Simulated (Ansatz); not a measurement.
`[GeH3][O][GeH3]` + `CNBF` → `C[N]([GeH3])BF` + `[OH][GeH3]` at 500 K and 1 bar (ligand exchange at a Ge–O bond).

Gas-phase electronic energies from Ansatz, PBE0-D4/def2-TZVP geometries. CCSD(T)/CBS adds triple-zeta CCSD(T) − MP2 to the extrapolated MP2 energy (def2 sets, frozen cores). This one scheme is used for every species. For Ge outer-core shells are correlated without core-valence functions, which leaves a few kJ/mol of doubt a bond. Scalar relativity is left out up to krypton. One conformer a species, not always the lowest.

| species | CCSD(T)/CBS energy (Eh) | H − E (kJ/mol) | S (J/(mol·K)) |
| --- | --- | --- | --- |
| `[GeH3][O][GeH3]` | -4231.02116 | 175.7 | 407.8 |
| `CNBF` | -220.44549 | 220.6 | 337.0 |
| `C[N]([GeH3])BF` | -2297.75856 | 270.5 | 430.5 |
| `[OH][GeH3]` | -2153.69723 | 124.0 | 309.0 |

H − E and S are ideal-gas, rigid-rotor, harmonic terms from PBE0-D4/def2-TZVP, for one conformer and one mirror image of each species. 1 Eh = 2625.50 kJ/mol, R = 8.31446 J/(mol·K).

Problem. By hand: ΔE, ΔH, ΔS and ΔG.

Solution. ΔE = (-2297.75856) + (-2153.69723) − (-4231.02116) − (-220.44549) = 0.01086 Eh = 28.5 kJ/mol. Δ(H − E) = 270.5 + 124.0 − 175.7 − 220.6 = -1.8, so ΔH = 26.7 kJ/mol. ΔS = 430.5 + 309.0 − 407.8 − 337.0 = -5.3 J/(mol·K). ΔG = 26.7 − 500 × (-5.3)/1000 = 29.3 kJ/mol.

Problem. By hand: the equilibrium constant, and the temperature at which ΔG would vanish if ΔH and ΔS stayed fixed.

Solution. log₁₀ K = −ΔG/(RT ln 10) = -3.1. ΔH and −TΔS have one sign here, so there is no such temperature.

The number of gas molecules stays the same, so ΔS is small and ΔH decides. A doubt of 5 kJ/mol in ΔE shifts log₁₀ K by 0.5 here. Other conformers and mirror images would add mixing entropy, several J/(mol·K) or more a flexible species. Modes under 60 cm⁻¹, often nearly free rotors, make the harmonic entropy too high. These are equilibria of isolated gas molecules and say nothing of rates. Largest T1 diagnostic: 0.012 (customary marks: 0.02 for closed shells, 0.045 for open ones).

ΔS is within the doubt of such terms, so its sign, and with it that verdict, could turn.
